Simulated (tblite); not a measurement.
Give a GFN2-xTB geometry of `C=NC[C@@H](F)[SiH2]F`.

```xyz
14
C3H7F2NSi angstrom
C      2.6615    0.0977   -0.5775
N      1.6040   -0.5502   -0.7320
C      0.3337    0.1042   -0.6420
C     -0.4245   -0.4383    0.5701
F      0.1905    0.0416    1.7250
Si    -2.2731    0.0695    0.6233
F     -2.9076   -0.5313   -0.7299
H      2.7064    1.1784   -0.3998
H      3.6001   -0.4342   -0.6202
H      0.4194    1.2000   -0.5558
H     -0.2333   -0.1507   -1.5412
H     -0.2865   -1.5261    0.6061
H     -2.9604   -0.5717    1.7292
H     -2.4310    1.5106    0.5225
```

Orientation and origin are arbitrary. Atoms count from 1 in this order. Of the pairs four or more bonds apart, H8···H10 is among the closest relative to their van der Waals radii: 2.29 Å, 96 % of the sum of Bondi's values. Si6 (fluorine-bound silicon) is distorted tetrahedral (angles from 104.9° to 116.1°). The C–N distances run from 1.250 Å (C1=N2, drawn double) to 1.432 Å (N2–C3, drawn single), a spread of 0.182 Å.

Bonds between heavy atoms (Å): C1=N2 1.250, N2–C3 1.432, C3–C4 1.529, C4–F5 1.394, C4–Si6 1.918, Si6–F7 1.611.

Computed geometry: GFN2-xTB, gas phase.

Point group: C1 (no symmetry element, even within 0.4 Å). Its GFN2-xTB frequencies are all real (lowest 38 cm⁻¹). One conformer, not necessarily the lowest (C1–N2–C3–C4 -115°, N2–C3–C4–F5 71°, C3–C4–Si6–F7 60°). 3 starts were optimised and ended at 0.00, 0.01 and 1.57 kcal/mol (GFN2-xTB); the lowest of these is shown.

The run took 1.0 s on one thread, Arm Neoverse N1 (aarch64), no GPU, shared host with 64 logical CPUs at a one-minute load of 55. That covers the optimisation of the geometry.
